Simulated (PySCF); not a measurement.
C2H5Se, multiplicity 2. Atoms are numbered in the order given.

```xyz
8

C     -0.3797     2.1128     0.0000
C      0.6582     0.9994     0.0000
Se    -0.0698    -0.8231     0.0000
H     -1.0267     2.0542    -0.8885
H      0.1133     3.1004     0.0000
H     -1.0267     2.0542     0.8885
H      1.3216     1.0515    -0.8800
H      1.3216     1.0515     0.8800
```
Charge 0, spin multiplicity 2.

Geometry optimised at B3LYP-D3(BJ)/def2-SVP. The isomer is the one that the SMILES or the coordinates give; other isomers of the formula were not compared.

These are ωB97X/def2-TZVPD (PySCF) values and carry that method's errors.

Mulliken values depend strongly on the basis, most of all with diffuse functions as here. ESP charges are fitted to the potential on shells at 1.4 to 2.0 van der Waals radii. Atomic charges (e):

```json
[
 {"atom": "C1", "ESP fit": "-0.19", "Mulliken": "-0.80", "meta-Löwdin": "-0.32", "Mulliken spin": "0.03"},
 {"atom": "C2", "ESP fit": "[?]", "Mulliken": "-0.45", "meta-Löwdin": "-0.27", "Mulliken spin": "-0.08"},
 {"atom": "Se3", "ESP fit": "[?]", "Mulliken": "-0.08", "meta-Löwdin": "0.00", "Mulliken spin": "1.03"},
 {"atom": "H4", "ESP fit": "[?]", "Mulliken": "0.25", "meta-Löwdin": "0.11", "Mulliken spin": "0.00"},
 {"atom": "H5", "ESP fit": "[?]", "Mulliken": "0.28", "meta-Löwdin": "0.11", "Mulliken spin": "0.00"},
 {"atom": "H6", "ESP fit": "[?]", "Mulliken": "0.25", "meta-Löwdin": "0.11", "Mulliken spin": "0.00"},
 {"atom": "H7", "ESP fit": "0.03", "Mulliken": "0.28", "meta-Löwdin": "0.13", "Mulliken spin": "0.01"},
 {"atom": "H8", "ESP fit": "0.03", "Mulliken": "0.28", "meta-Löwdin": "0.13", "Mulliken spin": "0.01"}
]
```

Q: What belongs in the gaps? (The exact figures need the calculation; the answer reports its results.)

A: 
- C2, ESP fit: 0.14
- Se3, ESP fit: -0.18
- H4, ESP fit: 0.06
- H5, ESP fit: 0.05
- H6, ESP fit: 0.06
